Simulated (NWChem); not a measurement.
Everything below was run with NWChem. System: BF, charge 1, spin multiplicity 2, at the geometry of a parent with another charge or spin, in a state set for the comparison that need not be this species' ground state. Its SCF solution wasn't tested for a lower state. Level: UPBE/def2-TZVPD.

Input file:

```
start mol
memory heap 200 mb stack 900 mb global 1100 mb
charge 1
geometry units angstroms nocenter noautoz
  B      0.000000     0.000000    -0.812271
  F      0.000000     0.000000     0.451262
  symmetry group C2v
end
basis spherical
  * library def2-tzvpd
end
dft
  xc xpbe96 cpbe96
  odft
  mult 2
  semidirect memsize 60000000 filesize 0
  iterations 100
end
task dft energy
```

Part of the output:

```
             Northwest Computational Chemistry Package (NWChem) 7.3.0
             --------------------------------------------------------

                                NWChem Input Module
                                -------------------

 Scaling coordinates for geometry "geometry" by  1.889725989
 (inverse scale =  0.529177249)

 Turning off AUTOSYM since
 SYMMETRY directive was detected!

                             Geometry "geometry" -> ""
                             -------------------------

 Output coordinates in angstroms (scale by  1.889725989 to convert to a.u.)

  No.       Tag          Charge          X              Y              Z
 ---- ---------------- ---------- -------------- -------------- --------------
    1 B                    5.0000     0.00000000     0.00000000    -0.81227100
    2 F                    9.0000     0.00000000     0.00000000     0.45126200

 Effective nuclear repulsion energy (a.u.)      18.8463429170

            Nuclear Dipole moment (a.u.)
            ----------------------------
        X                 Y               Z
 ---------------- ---------------- ----------------
     0.0000000000     0.0000000000     0.0000056692

      Symmetry information
      --------------------

 Group name             C2v
 Group number             16
 Group order               4
 No. of unique centers     2

      Symmetry unique atoms

     1    2


 Summary of "ao basis" -> "" (spherical)
 ------------------------------------------------------------------------------
       Tag                 Description            Shells   Functions and Types
 ---------------- ------------------------------  ------  ---------------------
 *                         def2-tzvpd                 on all atoms

  pbe96 is a nonlocal functional; adding pw91lda local functional.

                                 NWChem DFT Module
                                 -----------------

 Summary of "ao basis" -> "ao basis" (spherical)
 ------------------------------------------------------------------------------
       Tag                 Description            Shells   Functions and Types
 ---------------- ------------------------------  ------  ---------------------
 B                         def2-tzvpd               13       37   6s3p3d1f
 F                         def2-tzvpd               14       40   6s4p3d1f

 Summary of "ao basis" -> "ao basis" (spherical)
 ------------------------------------------------------------------------------
       Tag                 Description            Shells   Functions and Types
 ---------------- ------------------------------  ------  ---------------------
 B                         def2-tzvpd               13       37   6s3p3d1f
 F                         def2-tzvpd               14       40   6s4p3d1f

      Symmetry analysis of basis
      --------------------------

        a1         35
        a2          8
        b1         17
        b2         17

            General Information
            -------------------
          SCF calculation type: DFT
          Wavefunction type:  spin polarized.
          No. of atoms     :     2
          No. of electrons :    13
           Alpha electrons :     7
            Beta electrons :     6
          Charge           :     1
          Spin multiplicity:     2
          Use of symmetry is: on ; symmetry adaption is: on
          Maximum number of iterations: 100
          AO basis - number of functions:    77
                     number of shells:    27
[...]
    46      0.449848  2 F  pz                49      0.336081  2 F  pz
     3     -0.254019  1 B  s                 42      0.208636  2 F  s
     9     -0.187808  1 B  pz                41      0.187516  2 F  s
    40      0.127571  2 F  s                  4     -0.118136  1 B  s
    52      0.118631  2 F  pz                 2      0.115194  1 B  s

 Vector    5  Occ=1.000000D+00  E=-7.874587D-01  Symmetry=b1
              MO Center=  1.5D-16, -2.3D-31,  3.2D-01, r^2= 5.5D-01
   Bfn.  Coefficient  Atom+Function         Bfn.  Coefficient  Atom+Function
  ----- ------------  ---------------      ----- ------------  ---------------
    44      0.491480  2 F  px                47      0.393938  2 F  px
    50      0.199107  2 F  px                 7      0.160691  1 B  px
    10      0.070960  1 B  px                19     -0.035862  1 B  d  1

 Vector    6  Occ=1.000000D+00  E=-7.874587D-01  Symmetry=b2
              MO Center=  1.1D-31, -3.2D-17,  3.2D-01, r^2= 5.5D-01
   Bfn.  Coefficient  Atom+Function         Bfn.  Coefficient  Atom+Function
  ----- ------------  ---------------      ----- ------------  ---------------
    45      0.491480  2 F  py                48      0.393938  2 F  py
    51      0.199107  2 F  py                 8      0.160691  1 B  py
    11      0.070960  1 B  py                17      0.035862  1 B  d -1

 Vector    7  Occ=0.000000D+00  E=-5.350509D-01  Symmetry=a1
              MO Center=  3.8D-15,  1.9D-15, -1.1D+00, r^2= 1.2D+00
   Bfn.  Coefficient  Atom+Function         Bfn.  Coefficient  Atom+Function
  ----- ------------  ---------------      ----- ------------  ---------------
     4      0.461521  1 B  s                  3      0.416714  1 B  s
     9     -0.281905  1 B  pz                 2     -0.199240  1 B  s
     5      0.152834  1 B  s                 46      0.146725  2 F  pz
    12     -0.144379  1 B  pz                49      0.110964  2 F  pz
     1     -0.102761  1 B  s                 41     -0.087667  2 F  s

 Vector    8  Occ=0.000000D+00  E=-3.773266D-01  Symmetry=b2
              MO Center=  3.6D-31, -1.8D-15, -7.3D-01, r^2= 1.4D+00
   Bfn.  Coefficient  Atom+Function         Bfn.  Coefficient  Atom+Function
  ----- ------------  ---------------      ----- ------------  ---------------
     8      0.549694  1 B  py                11      0.490892  1 B  py
    45     -0.223298  2 F  py                14      0.203816  1 B  py
    48     -0.184841  2 F  py                51     -0.176304  2 F  py
    54     -0.062014  2 F  py

 Vector    9  Occ=0.000000D+00  E=-3.773266D-01  Symmetry=b1
              MO Center= -2.3D-15,  5.3D-31, -7.3D-01, r^2= 1.4D+00
   Bfn.  Coefficient  Atom+Function         Bfn.  Coefficient  Atom+Function
  ----- ------------  ---------------      ----- ------------  ---------------
     7      0.549694  1 B  px                10      0.490892  1 B  px
    44     -0.223298  2 F  px                13      0.203816  1 B  px
    47     -0.184841  2 F  px                50     -0.176304  2 F  px
    53     -0.062014  2 F  px

   alpha - beta orbital overlaps
   -----------------------------

   alpha      1      2      3      4      5      6      7      8      9     10
    beta      1      2      3      4      6      5      7      9      8     10
 overlap   1.000  1.000  1.000  0.998  0.999  0.999  0.989  0.996  0.996  0.966

   alpha     11     12     13     14     15     16     17     18     19     20
    beta     11     13     12     14     15     16     18     17     19     20
 overlap   0.974  0.965  0.965  0.969  0.999  0.999  0.964  0.964  0.940  0.991

   alpha     21     22     23     24     25     26     27     28     29     30
    beta     21     23     22     24     25     26     28     27     31     30
 overlap   0.943  0.996  0.996  0.992  0.986  0.986  0.970  0.970  0.985  0.985

   alpha     31     32     33     34     35     36     37     38     39     40
    beta     29     33     32     34     37     35     36     38     40     39
 overlap   1.000  0.977  0.977  0.982  0.938  0.996  0.996  0.950  0.998  0.998

   alpha     41     42     43     44     45     46     47     48     49     50
    beta     41     42     43     44     48     47     45     46     49     50
 overlap   0.999  0.999  1.000  1.000  0.994  0.994  0.995  0.995  0.994  0.994

   alpha     51     52     53     54     55     56     57     58     59     60
    beta     51     53     52     54     55     56     58     57     59     60
 overlap   0.997  0.993  0.993  0.999  0.999  0.998  0.999  0.999  1.000  1.000

   alpha     61     62     63     64     65     66     67     68     69     70
    beta     61     62     63     64     65     66     67     68     69     70
 overlap   1.000  1.000  1.000  1.000  1.000  1.000  1.000  1.000  1.000  1.000

   alpha     71     72     73     74     75     76     77
    beta     71     72     74     73     75     76     77
 overlap   1.000  1.000  1.000  1.000  1.000  1.000  1.000

     --------------------------
     Expectation value of S2:
     --------------------------
      <S2> =      0.7541 (Exact =     0.7500)

 center of mass
 --------------
 x =   0.00000000 y =   0.00000000 z =  -0.02325575

 moments of inertia (a.u.)
 ------------------
          39.738834308119           0.000000000000           0.000000000000
           0.000000000000          39.738834308119           0.000000000000
           0.000000000000           0.000000000000           0.000000000000

     Multipole analysis of the density
     ---------------------------------

     L   x y z        total         alpha         beta         nuclear
     -   - - -        -----         -----         ----         -------
     0   0 0 0      1.000000     -7.000000     -6.000000     14.000000

     1   1 0 0     -0.000000     -0.000000     -0.000000      0.000000
     1   0 1 0     -0.000000     -0.000000     -0.000000      0.000000
     1   0 0 1     -1.391652      0.509689     -1.901346      0.000006

     2   2 0 0     -5.559569     -3.367261     -2.192308      0.000000
     2   1 1 0      0.000000      0.000000     -0.000000      0.000000
     2   1 0 1      0.000000      0.000000     -0.000000      0.000000
     2   0 2 0     -5.559569     -3.367261     -2.192308      0.000000
     2   0 1 1      0.000000      0.000000     -0.000000      0.000000
     2   0 0 2     -3.549593    -14.150899     -7.724173     18.325479

 Task  times  cpu:        1.0s     wall:        1.0s

 Total times  cpu:        1.1s     wall:        1.1s
```
